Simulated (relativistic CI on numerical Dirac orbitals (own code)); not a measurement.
**Line list: Forbidden lines, Pt⁴⁺**

Computed by Dirac-Coulomb-Breit CI, separate exchange-only KLI orbitals for each configuration, model QED, valence Slater integrals scaled by 0.85, P86 correlation energy added to each configuration (own radial code, finite nucleus).

Configurations in the expansion (outside the closed core [Kr] 4d10 4f14): 5s2 5p6 5d6, 5s2 5p6 5d5 6s, 5s2 5p6 5d5 6p, 5s2 5p6 5d5 5f, 5s2 5p6 5d5 5g, 5s2 5p6 5d5 7s, 5s2 5p6 5d4 6s 6p, 5s2 5p6 5d5 6d, 5s2 5p5 5d7, 5s2 5p6 5d5 7p, 5s2 5p6 5d5 7d, 5s 5p6 5d7, 5s2 5p6 5d4 6s2, 5s2 5p6 5d3 6s2 6p, 5s2 5p6 5d3 5f 6s2, 5s2 5p6 5d3 5g 6s2, 5s2 5p6 5d3 6s2 7s, 5s2 5p6 5d3 6s2 6d. Double excitations out of closed p, d and f shells are left out; levels of such configurations are missing from the list, as are those of other unlisted configurations, and high levels can miss mixing partners.

| λ vac (nm) | Lower | Upper | Type | A (s⁻¹) | E lower (eV) | E upper (eV) |
| --- | --- | --- | --- | --- | --- | --- |
| 292.57 | 5s2 5p6 5d6 5D_4 [1] | 5s2 5p6 5d6 3D_3 [18] | M1 | 1.60e+01 | 0.0000 | 4.2377 |
| 312.62 | 5s2 5p6 5d6 5D_4 [1] | 5s2 5p6 5d6 3G_4 [15] | M1 | 6.92e+00 | 0.0000 | 3.9659 |
| 340.52 | 5s2 5p6 5d6 5D_4 [1] | 5s2 5p6 5d6 3H_4 [13] | M1 | 1.49e+01 | 0.0000 | 3.6410 |
| 368.80 | 5s2 5p6 5d6 5D_3 [3] | 5s2 5p6 5d6 3D_3 [18] | M1 | 2.38e+01 | 0.8759 | 4.2377 |
| 380.03 | 5s2 5p6 5d6 5D_2 [2] | 5s2 5p6 5d6 3D_2 [16] | M1 | 1.50e+01 | 0.7248 | 3.9872 |
| 413.82 | 5s2 5p6 5d6 5D_4 [1] | 5s2 5p6 5d6 3F_3 [10] | M1 | 1.55e+01 | 0.0000 | 2.9961 |
| 522.83 | 5s2 5p6 5d6 5D_2 [2] | 5s2 5p6 5d6 3F_2 [11] | M1 | 1.62e+01 | 0.7248 | 3.0962 |
| 526.32 | 5s2 5p6 5d6 5D_1 [4] | 5s2 5p6 5d6 1S_0 [12] | M1 | 1.00e+02 | 1.2526 | 3.6083 |
| 562.23 | 5s2 5p6 5d6 5D_2 [9] | 5s2 5p6 5d6 3P_1 [22] | M1 | 5.43e+01 | 2.7071 | 4.9123 |
| 584.78 | 5s2 5p6 5d6 5D_3 [3] | 5s2 5p6 5d6 3F_3 [10] | M1 | 1.14e+01 | 0.8759 | 2.9961 |
| 601.20 | 5s2 5p6 5d6 3G_5 [7] | 5s2 5p6 5d6 1I_6 [20] | M1 | 8.67e+00 | 2.5710 | 4.6333 |
| 614.25 | 5s2 5p6 5d6 3H_6 [8] | 5s2 5p6 5d6 1I_6 [20] | M1 | 1.91e+01 | 2.6149 | 4.6333 |
| 618.23 | 5s2 5p6 5d6 5D_4 [1] | 5s2 5p6 5d6 3H_4 [6] | M1 | 3.17e+01 | 0.0000 | 2.0055 |
| 677.07 | 5s2 5p6 5d6 5D_3 [3] | 5s2 5p6 5d6 5D_2 [9] | M1 | 6.37e+01 | 0.8759 | 2.7071 |
| 758.07 | 5s2 5p6 5d6 3H_4 [6] | 5s2 5p6 5d6 3H_4 [13] | M1 | 3.98e+01 | 2.0055 | 3.6410 |
| 836.45 | 5s2 5p6 5d6 3G_5 [7] | 5s2 5p6 5d6 3H_5 [17] | M1 | 9.58e+00 | 2.5710 | 4.0533 |
| 852.41 | 5s2 5p6 5d6 5D_1 [4] | 5s2 5p6 5d6 5D_2 [9] | M1 | 1.66e+01 | 1.2526 | 2.7071 |
| 861.92 | 5s2 5p6 5d6 3H_6 [8] | 5s2 5p6 5d6 3H_5 [17] | M1 | 1.74e+01 | 2.6149 | 4.0533 |
| 888.84 | 5s2 5p6 5d6 3G_5 [7] | 5s2 5p6 5d6 3G_4 [15] | M1 | 1.13e+01 | 2.5710 | 3.9659 |
| 1415.5 | 5s2 5p6 5d6 5D_4 [1] | 5s2 5p6 5d6 5D_3 [3] | M1 | 1.09e+01 | 0.0000 | 0.8759 |

Terms are leading LS components. Brackets give the number of a level in order of energy, since labels repeat. The list gives strong lines, with weight on those to low levels, among the lowest 200 of 3448 levels, so that lines to higher ones, which can be the strongest, are missing. Levels whose partners in the same complex of configurations lie outside the list can be far off, and so can their lines. Rates are taken at the computed energies, electric ones in the length gauge.

At this charge configurations can still be misplaced by up to about 7 % of their energy. Levels and lines within the n = 5 or 6 shells can be off by up to 10 % or somewhat more, and those that change n by about 2 %, since core polarisation is missing.

LS names give the leading component of a level, which can be under half, so a name can repeat, a term be missing and a line seem to break the LS rules.
